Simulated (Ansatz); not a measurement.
Ansatz (an electronic-structure program) input (B3LYP/STO-3G):

Ansatz 0.2 input:
```yaml
crystal:
  periodic: [false, false, false]
  atoms:
    - {symbol: C, position_ang: [2.89565900, 0.21619300, -0.39280100]}
    - {symbol: C, position_ang: [1.57651200, 0.03766900, 0.25905300]}
    - {symbol: O, position_ang: [1.24391200, -0.16651000, 1.36389300]}
    - {symbol: O, position_ang: [0.44371200, 0.14138100, -0.69983400]}
    - {symbol: Ge, position_ang: [-1.42739100, -0.06705000, -0.03988800]}
    - {symbol: H, position_ang: [2.95419300, 1.19968100, -0.86440100]}
    - {symbol: H, position_ang: [3.04449800, -0.54692100, -1.15999500]}
    - {symbol: H, position_ang: [3.66941600, 0.12790500, 0.36526100]}
    - {symbol: H, position_ang: [0.66262600, 0.31024600, -1.63074500]}
    - {symbol: H, position_ang: [-2.09133100, 0.12838500, -1.39751100]}
    - {symbol: H, position_ang: [-1.51485900, 1.08646900, 0.94427900]}
    - {symbol: H, position_ang: [-1.38204500, -1.48229200, 0.50954400]}
basis:
  gaussian:
    orbitals: STO-3G
hamiltonian:
  xc: {name: B3LYP}
total_charge: 1
output: {forces: true}
```

Output:

```
Functional definition: B3LYP
integrals: 0.01 GiB planned
573 factors; integrals over basis functions are off by at most 4.5e-5 eV
mean field: 0.16 GiB planned
mean field evaluation 1: about -61950.3557 eV, gradient 1.3e2 eV
mean field evaluation 2: about -61487.3087 eV, gradient 1.7e2 eV
mean field evaluation 4: about -62049.3690 eV, gradient 5.7e1 eV
mean field evaluation 8: about -62060.6173 eV, gradient 9.2e-1 eV
mean field evaluation 16: about -62060.5669 eV, gradient 3.0e-4 eV
mean field -62060.56689226 eV, -2280.6837671274 hartree, gradient 2.0e-5 eV, S^2 0.000000; 0 other end points of the search recorded, 0 dependent functions left out
the calculation of the forces begins
reference -62060.56710410 eV, -2280.6837749123 hartree; 33, 33 occupied and 12, 12 virtual orbitals, 573 factors
Total energy: -62060.56710410 eV, -2280.6837749123 hartree
Atom 0 at     2.895659     0.216193    -0.392801 Å, force     1.064782     0.223776    -0.996952 eV/Å
Atom 1 at     1.576512     0.037669     0.259053 Å, force     1.121185     0.861134    -4.745735 eV/Å
Atom 2 at     1.243912    -0.166510     1.363893 Å, force    -2.159675    -1.216619     6.528962 eV/Å
Atom 3 at     0.443712     0.141381    -0.699834 Å, force    -3.118136    -0.558994     2.350378 eV/Å
Atom 4 at    -1.427391    -0.067050    -0.039888 Å, force     0.748294     0.111549    -0.430511 eV/Å
Atom 5 at     2.954193     1.199681    -0.864401 Å, force     0.141244     0.468121    -0.196165 eV/Å
Atom 6 at     3.044498    -0.546921    -1.159995 Å, force     0.184120    -0.361149    -0.336510 eV/Å
Atom 7 at     3.669416     0.127905     0.365261 Å, force     0.485600    -0.041577     0.394022 eV/Å
Atom 8 at     0.662626     0.310246    -1.630745 Å, force     0.584699     0.429938    -2.361787 eV/Å
Atom 9 at    -2.091331     0.128385    -1.397511 Å, force     0.870521    -0.265168     1.832772 eV/Å
Atom 10 at    -1.514859     1.086469     0.944279 Å, force     0.126116    -1.516561    -1.305429 eV/Å
Atom 11 at    -1.382045    -1.482292     0.509544 Å, force    -0.048751     1.865551    -0.733043 eV/Å
Dipole moment:     0.294035     0.125966    -0.654475 e Å
```

The dipole moment of an ion depends on the origin.

The geometry given is a B3LYP-D3(BJ)/def2-TZVP minimum.
